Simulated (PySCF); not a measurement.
C3H3ClF2, SMILES F[C@@H]1[C@H](F)[C@H]1Cl. Atoms are numbered in the order given.

```xyz
9

F     -1.6267     0.2004     1.3863
C     -0.6275    -0.4364     0.7491
C     -0.6275    -0.4364    -0.7491
F     -1.6267     0.2004    -1.3863
C      0.3567     0.4048     0.0000
Cl     2.0633     0.0227     0.0000
H     -0.2706    -1.3304     1.2723
H     -0.2706    -1.3304    -1.2723
H      0.1341     1.4765     0.0000
```

Coordinates come from a PBE0-D3(BJ)/def2-SVP optimisation. The structure was generated by enumeration; whether it is a known compound was not checked.

Two levels are set side by side: PBE/pcSseg-1 (PySCF) and KT2/pcSseg-1 (PySCF). GIAO shifts against CFCl3 (¹⁹F), HCl (³⁵Cl), TMS (¹H), TMS (¹³C) at the same level; non-relativistic, no solvent, atoms listed together averaged. Without spin–orbit terms, shifts of atoms bonded to Cl or Br come out too high at both levels. Differences are taken from unrounded values.

```
quantity                   PBE
----------------------  ------
δ(¹⁹F) of F1, F4 (ppm)  -270.0
δ(¹³C) of C2, C3 (ppm)    82.7
δ(¹³C) of C5 (ppm)        42.5
δ(³⁵Cl) of Cl6 (ppm)     126.6
δ(¹H) of H7, H8 (ppm)     4.38
δ(¹H) of H9 (ppm)         3.37
```

### Question
These are the PBE values. What does KT2 give? (Estimate from the structure and the level; the computed values follow.)

### Answer

| quantity | KT2 | PBE minus KT2 |
|---|---|---|
| δ(¹⁹F) of F1, F4 (ppm) | -275.3 | 5.3 |
| δ(¹³C) of C2, C3 (ppm) | 80.3 | 2.4 |
| δ(¹³C) of C5 (ppm) | 40.7 | 1.8 |
| δ(³⁵Cl) of Cl6 (ppm) | 121.5 | 5.1 |
| δ(¹H) of H7, H8 (ppm) | 4.38 | 0.00 |
| δ(¹H) of H9 (ppm) | 3.40 | -0.03 |

Rough cost on one machine, each run with all the roots and properties that it gave: KT2 against PBE within a factor of 2.
